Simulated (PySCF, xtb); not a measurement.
C5H5Cl, SMILES C=C=C/C=C/Cl.

GFN2-xTB run with xtb at its own geometry gives an orbital gap of 3.38 eV and a dipole moment of 2.16 D.

Geometry optimised at r2SCAN-D4/def2-SVP. The structure was generated by enumeration; whether it is a known compound was not checked. The values are those of a single conformer.

What does r2SCAN/def2-TZVP (PySCF) give? (An estimate is asked for; the answer gives what the named calculation found.)

gap 3.65 eV (levels -5.69 and -2.04 eV), dipole 1.59 D.
